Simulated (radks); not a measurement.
The numbers below are computed, except where a source is named.
Isoelectronic series with 30 electrons, each ion in its NIST ground configuration. Code: a radial shooting solver on a logarithmic mesh with Libxc functionals. Model: scalar-relativistic Kohn-Sham, PBE, spin-unpolarised, spherical densities, finite nucleus; Fermi nuclear charge, rms radius of each element as measured or else 0.836 A^(1/3) + 0.57 fm. Total energies (hartree) and orbital eigenvalues (hartree):

[
 {"ion": "Zn", "configuration": "[Ar] 3d10 4s2", "E (hartree)": "-1796.00997", "4s": "-0.21972", "3d": "-0.37266", "3p": "-3.06499"},
 {"ion": "Ga+", "configuration": "[Ar] 3d10 4s2", "E (hartree)": "-1943.71818", "4s": "-0.60019", "3d": "-1.00776", "3p": "-3.93747"},
 {"ion": "Ge2+", "configuration": "[Ar] 3d10 4s2", "E (hartree)": "-2097.97943", "4s": "-1.07490", "3d": "-1.80787", "3p": "-4.98221"},
 {"ion": "As3+", "configuration": "[Ar] 3d10 4s2", "E (hartree)": "-2258.77876", "4s": "-1.63280", "3d": "-2.75314", "3p": "-6.17687"},
 {"ion": "Se4+", "configuration": "[Ar] 3d10 4s2", "E (hartree)": "-2426.11488", "4s": "-2.26827", "3d": "-3.83302", "3p": "-7.50972"},
 {"ion": "Br5+", "configuration": "[Ar] 3d10 4s2", "E (hartree)": "-2599.99566", "4s": "-2.97802", "3d": "-5.04120", "3p": "-8.97387"},
 {"ion": "Kr6+", "configuration": "[Ar] 3d10 4s2", "E (hartree)": "-2780.43394", "4s": "-3.76001", "3d": "-6.37361", "3p": "-10.56502"},
 {"ion": "Rb7+", "configuration": "[Ar] 3d10 4s2", "E (hartree)": "-2967.44678", "4s": "-4.61288", "3d": "-7.82750", "3p": "-12.28035"},
 {"ion": "Sr8+", "configuration": "[Ar] 3d10 4s2", "E (hartree)": "-3161.05383", "4s": "-5.53574", "3d": "-9.40088", "3p": "-14.11793"},
 {"ion": "Zr10+", "configuration": "[Ar] 3d10 4s2", "E (hartree)": "-3568.14180", "4s": "-7.58912", "3d": "-12.90074", "3p": "-18.15489"}
]
